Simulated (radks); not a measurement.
The numbers below are computed, except where a source is named.
Question: Mean orbital radii <r> (bohr) of the lanthanum ion La+, [Xe] 5d2, of relativity; Dirac values are averaged over j with weights 2j + 1. Spin-unpolarised spherical Kohn-Sham, PBE, point nucleus unless stated (finite: rms radius 4.855 fm), a radial shooting solver on a logarithmic mesh with Libxc functionals. A level marked "c x" has the speed of light scaled by that factor and shares open shells by 2j + 1; other Dirac levels either fill j = l - 1/2 first or share by 2j + 1.

| shell | non-rel. |
|---|---|
| 1s | 0.02665 |
| 2s | 0.1142 |
| 2p | 0.09711 |
| 3s | 0.2998 |
| 3p | 0.2897 |
| 3d | 0.2605 |
| 4s | 0.6840 |
| 4p | 0.7057 |
| 4d | 0.7635 |
| 5s | 1.633 |
| 5p | 1.839 |
| 5d | 2.814 |

Give the values at the level "Dirac, c x 5".

Answer: 
shell  Dirac, c x 5  change of magnitude (%)
1s          0.02659                    -0.23
2s           0.1139                    -0.25
2p          0.09699                    -0.13
3s           0.2992                    -0.19
3p           0.2895                    -0.10
3d           0.2605                    -0.01
4s           0.6828                    -0.17
4p           0.7052                    -0.07
4d           0.7636                    +0.02
5s            1.631                    -0.16
5p            1.838                    -0.05
5d            2.817                    +0.11
